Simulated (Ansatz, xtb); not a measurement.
## Isomers of HNOSi2 in order of energy

4 gas-phase structures of HNOSi2, found in a search over its isomers (lower ones may exist). Each was relaxed with GFN2-xTB:

A. `O=[Si]=N[SiH]`, a singlet
B. a singlet given by its coordinates
C. `N#[Si][SiH]=O`, a singlet
D. `O=[SiH]N=[Si]`, a singlet

B (Å):

```xyz
5

N    -2.3101   -0.3393   -3.0629
O     1.3697    1.5213   -2.0892
Si   -1.4729    0.9477   -3.5410
Si    0.7314    0.6246   -3.1254
H    -3.2891   -0.5464   -3.0169
```

Close contacts (Å): N1–Si3 1.61, O2–Si4 1.51, Si3–Si4 2.27, N1–H5 1.00.

Q: Estimate their order in r2SCAN-D4/def2-SVP energy at these geometries, lowest first.

A: Calculated order at r2SCAN-D4/def2-SVP: D (0.0), A (43.3), B (46.4), C (86.7) kcal/mol.

Energies above the lowest of each column, in kcal/mol:

| structure | GFN2-xTB | HF/STO-3G | r2SCAN-D4/def2-SVP |
| --- | --- | --- | --- |
| D | 0.0 | 0.0 | 0.0 |
| A | 25.8 | 56.7 | 43.3 |
| B | 26.7 | 42.2 | 46.4 |
| C | 29.0 | 86.2 | 86.7 |

Every level run on D puts it lowest or level with the lowest. Some further structures that were screened fall inside this span and aren't listed. Flexible structures stand in one conformer each, not always the lowest. Frequencies (BLYP-D3(BJ)/def2-SVP) were run for D alone.

Over these structures GFN2-xTB departs from r2SCAN-D4/def2-SVP by 17.0 kcal/mol on average once a common shift is removed. A GFN2-xTB relaxation took about 0.12 s and the r2SCAN-D4/def2-SVP energy about 1.9 s on a shared host (Ansatz 0.2.0, xtb 6.7.1).
